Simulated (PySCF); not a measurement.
Ni+: ionisation energy

Ni+ [Ar] 3d9 (2D) → Ni(2+) [Ar] 3d8 (3F), as a difference of total energies. Computed with PySCF 2.14 in x2c-TZVPPall (6s5p4d2f1g, 64 functions), with scalar relativity by spin-free X2C-1e. Correlated levels: valence: [Ar] frozen. The calculations carry no spin-orbit coupling.

| method | ionisation energy (eV) |
| --- | --- |
| UHF | 15.019 |
| MP2 (valence) | 18.211 |
| SCS-MP2 (valence) | 17.910 |
| CCSD (valence) | 17.458 |
| CCSD(T) (valence) | 17.633 |

Question: How much does correlation contribute at CCSD(T) (valence)?

Answer: 17.633 − (15.019) = 2.614 eV, measured against UHF.

A first-order spin-orbit estimate (lowest level to lowest level, LS coupling) adds -0.049 eV.

Errors of the correlated levels include the incompleteness of this basis and the frozen core.

For comparison: 18.169 eV (measured; NIST Atomic Spectra Database, ionization energies).
